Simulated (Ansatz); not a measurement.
Single points on [ReS4]- (ReS4⁻).

```yaml
crystal:
  periodic: [false, false, false]
  atoms:
    - {symbol: Re, position_ang: [0.000012, -0.000047, 0.000066]}
    - {symbol: S, position_ang: [0.010549, -0.015628, 2.149379]}
    - {symbol: S, position_ang: [2.023083, 0.008745, -0.725900]}
    - {symbol: S, position_ang: [-1.021382, 1.758156, -0.696574]}
    - {symbol: S, position_ang: [-1.012261, -1.751226, -0.726981]}
basis:
  gaussian: {orbitals: def2-TZVPD, initial_orbitals: start.molden}
total_charge: -1
hamiltonian: {xc: hf}
scf: {omitted_lower_state_checks: [starts]}
output: {orbitals: {seedname: orbitals}}
```

The file start.molden holds the orbitals of an earlier run on this structure, at another level or in another basis.

```sh
$ ansatz run in.yaml --threads 4 --pin off --events-out ev --progress --plain --max-ram 3916MiB
```

Output, abridged:

```
Functional definition: HF
2035 factors; their error is unknown
mean field evaluation 1: about -45383.0927 eV, gradient 4.3e1 eV
mean field evaluation 2: about -45384.2217 eV, gradient 1.7e0 eV
mean field evaluation 4: about -45384.8081 eV, gradient 5.5e-1 eV
mean field -45384.80822273 eV, -1667.8609392575 hartree, gradient 1.8e-5 eV, S^2 0.000000; 0 other end points of the search recorded, 0 dependent functions left out
reference -45384.80822273 eV, -1667.8609392575 hartree; 40, 40 occupied and 187, 187 virtual orbitals, 2035 factors
Total energy: -45384.80822273 eV, -1667.8609392575 hartree
Checks for a lower state left out: starts
```

It took 4 s on 4 threads of Arm Neoverse V1 on a shared host, peak host memory 0.87 GiB.

First input, but with `hamiltonian: {xc: r2scan, dispersion: d4}`, `output: {forces: true, orbitals: {seedname: orbitals}}` (abridged; 9.5 s):

```
Functional definition: r2SCAN
mean field -45480.31958530 eV, -1671.3709170919 hartree, gradient 1.5e-5 eV, S^2 0.000000
Total energy: -45480.39511179 eV, -1671.3736926394 hartree
Atom 0 force     0.000013     0.000390    -0.001041 eV/Å
Atom 1 force    -0.000784    -0.006154     0.042541 eV/Å
Atom 2 force     0.039677     0.005466    -0.014933 eV/Å
Atom 3 force    -0.016563     0.035762    -0.017683 eV/Å
Atom 4 force    -0.022342    -0.035463    -0.008884 eV/Å
Dipole moment:    -0.000016     0.000031    -0.000010 e Å
Checks for a lower state left out: starts
```

As the first input, with `hamiltonian: {xc: hse06, dispersion: d4}` (abridged; 6 s):

```
Functional definition: HSE06
mean field -45465.21515723 eV, -1670.8158395983 hartree, gradient 4.2e-5 eV, S^2 0.000000
Total energy: -45465.51751016 eV, -1670.8269508637 hartree
Checks for a lower state left out: starts
```

As the first input, with `gaussian: {orbitals: def2-SVPD, initial_orbitals: start.molden}`, `correlation: {method: ccsd_t}` and without the key `hamiltonian` (abridged; 27 s):

```
Functional definition: HF
mean field evaluation 16: about -45361.5162 eV, gradient 3.2e1 eV
mean field evaluation 32: about -45359.5089 eV, gradient 1.4e1 eV
mean field evaluation 64: about -45364.6069 eV, gradient 4.7e-2 eV
mean field evaluation 96: about -45364.2738 eV, gradient 9.2e-1 eV
mean field -45369.58226089 eV, -1667.3013954805 hartree, gradient 8.2e-6 eV, S^2 0.000000
20 core orbitals not correlated: weight in the atoms' cores, before any rotation towards them, 1.000 or more for the frozen orbitals, at most 0.000 for the correlated occupied ones
second order -29.99680987 eV of doubles, -0.00000000 eV of singles
cycle   1  -24.40546789 eV  change     5.6e0 eV  update   3.9e-1
cycle   2  -26.82820681 eV  change    -2.4e0 eV  update   2.8e-1
cycle   3  -27.22729218 eV  change   -4.0e-1 eV  update   4.6e-2
cycle   4  -27.23720544 eV  change   -9.9e-3 eV  update   2.2e-2
cycle   5  -27.23549250 eV  change    1.7e-3 eV  update   5.1e-3
cycle   6  -27.23477594 eV  change    7.2e-4 eV  update   2.4e-3
cycle   7  -27.23186568 eV  change    2.9e-3 eV  update   9.4e-4
cycle   8  -27.23078897 eV  change    1.1e-3 eV  update   3.9e-4
cycle   9  -27.23173382 eV  change   -9.4e-4 eV  update   1.3e-4
cycle  10  -27.23173216 eV  change    1.7e-6 eV  update   5.8e-5
cycle  11  -27.23161742 eV  change    1.1e-4 eV  update   1.9e-5
cycle  12  -27.23163672 eV  change   -1.9e-5 eV  update   1.4e-5
perturbative correction -2.17840905 eV, -0.0800550561 hartree
Total energy: -45398.99230666 eV, -1668.3821947277 hartree
Checks for a lower state left out: starts
```

First input, but with `hamiltonian: {xc: {name: CAM-B3LYP}, dispersion: d4}` (abridged; 7 s):

```
Functional definition: CAM-B3LYP
mean field -45480.18571885 eV, -1671.3659975905 hartree, gradient 2.1e-5 eV, S^2 0.000000
Total energy: -45480.52090842 eV, -1671.3783155802 hartree
Checks for a lower state left out: starts
```

As the first input, with `hamiltonian: {xc: {name: BHLYP}, dispersion: d4}` (abridged; 7 s):

```
Functional definition: BHLYP
mean field -45475.89366220 eV, -1671.2082674182 hartree, gradient 9.1e-6 eV, S^2 0.000000
Total energy: -45476.50095681 eV, -1671.2305850831 hartree
Checks for a lower state left out: starts
```

As the first input, with `hamiltonian: {xc: pbe0, dispersion: d4}` (abridged; 6.5 s):

```
Functional definition: PBE0
mean field -45465.95646425 eV, -1670.8430821291 hartree, gradient 2.3e-5 eV, S^2 0.000000
Total energy: -45466.27013001 eV, -1670.8546091330 hartree
Checks for a lower state left out: starts
```

Geometry: PBE0-D4/def2-SVPD.

In the def2 sets Re takes a core potential; there is no spin–orbit coupling. HSE06 is defined as in plane-wave codes, on full-range PBE exchange. Correlated methods freeze 20 core orbitals; core or outer-core shells of Re are correlated, in sets that lack core-valence functions.
